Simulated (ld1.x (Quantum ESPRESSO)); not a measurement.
**Pb: one change to an RRKJ potential, before and after**

ld1.x (Quantum ESPRESSO) 7.5 input, shortened:

```
&input
   title='Pb', zed=82., rel=1, dft='PBE', iswitch=3,
   config='[Xe] 4f14 5d10 6s1.75 6p2.25'
 /
 &inputp
   pseudotype=2, tm=.false., lloc=0,
   nlcc=.true., new_core_ps=.true., rcore=1.25
 /
3
6P  2  1   2.25   0.00  2.20  2.20  0.0
5D  3  2  10.00   0.00  1.60  1.60  0.0
6S  1  0   1.75   0.00  1.90  1.90  0.0
 &test
   configts(1)='5d10 6s1.75 6p2.25'
 /
```

Change: wave 5d (bound): rc 1.60 bohr becomes 5d (bound): rc 2.38 bohr.

Cutoffs: the cutoffs (Ry, on a coarse ladder) from which the occupation-weighted sum of valence levels, in a spherical-Bessel basis at the reference potential, stays within 10 and 1 mRy of its value at 400 Ry; they do not see the model core or the augmentation charge, which bear on the density cutoff. Errors are all-electron minus pseudo energies relative to the spin-unpolarised reference configuration.

Q: What does the change do?

A: The potential gets softer (50 Ry and 60 Ry → 35 Ry and 50 Ry); of the 7 tests that both files solve, the error grows in 3 and shrinks in 1 by more than 15 % and 0.3 meV (median size 20.4 → 20.2 meV); neither file shows a bound ghost. A larger radius leaves more room for a smooth pseudo-wave, so fewer plane waves are needed.

| quantity | base | changed |
| --- | --- | --- |
| cutoff, loose | 50 Ry | 35 Ry |
| cutoff, tight | 60 Ry | 50 Ry |
| loose cutoff by channel (10 mRy a level) | p 10 Ry, d 45 Ry, s 18 Ry | p 10 Ry, d 30 Ry, s 18 Ry |
| bound ghosts | none | none |
| error for 5d10 6s2 6p2, meV [ΔE -2.15 eV] | +0.2 | +0.1 |
| error for 5d10 6s2 6p1, meV [ΔE 4.43 eV] | -4.5 | -4.8 |
| error for 5d10 6s2 6p0, meV [ΔE 17.87 eV] | -20 | -23 |
| error for 5d9 6s2 6p2, meV [ΔE 25.01 eV] | -157 | +20 |
| error for 5d10 6s0 6p4, meV [ΔE 15.69 eV] | -21 | -30 |
| error for 5d10 6s1 6p3, meV [ΔE 6.59 eV] | -4.5 | -6.0 |
| error for 5d10 6s0 6p0, meV [ΔE 92.99 eV] | -111 | -213 |
